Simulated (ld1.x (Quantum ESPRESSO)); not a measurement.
# Building the TM potential for Rb (PBE, fully relativistic).

```
Element                 : rubidium (Rb)
Generator               : ld1.x (Quantum ESPRESSO) 7.5
Type                    : norm-conserving Troullier–Martins (Kleinman–Bylander form)
Functional              : PBE
Relativity              : fully relativistic
Frozen core             : [Kr]
Valence charge          : 1
Reference configuration : 5s1 5p0
Partial waves           : 5s (bound): rc 3.75 bohr; 5p (bound, empty): rc 4.20 bohr; 4d channel at 0.4 Ry: rc 3.20 bohr
Local potential         : the d channel
Core correction         : Bessel-smoothed model core, default radius (core density twice the valence density)
```

Open shells are filled in proportion to 2j + 1 (rel_dist='average').

All-electron outer shells of the reference configuration (PBE, scalar-relativistic, ld1.x):

```
shell  level (eV)  outermost node (bohr)  outermost maximum (bohr)
   4s      -31.89                   0.62                      1.25
   4p      -15.96                   0.64                      1.42
   5s       -2.23                   1.79                      4.38
   5p       -0.75                   2.21                      6.21
```

Question: Estimate the cutoffs (Ry, on a coarse ladder) from which the occupation-weighted sum of valence levels, in a spherical-Bessel basis at the reference potential, stays within 10 and 1 mRy of its value at 400 Ry.

Answer: 6 Ry and 6 Ry.

Question: Does the potential have ghost states?

Answer: Ghost states, extra bound levels that the all-electron valence spectrum of the same l lacks: s at -18.7 eV, p3/2 at -1.66 eV, p1/2 at -0.91 eV. A true bound ghost makes a file unfit for plane-wave use.

Its largest configuration-test error is -1.3 meV (5s0.5 5p0). 1 of 2 tests not solved or not reliable. Not counted: 5s0 5p1 (solver errors, printed error -1.3 eV).
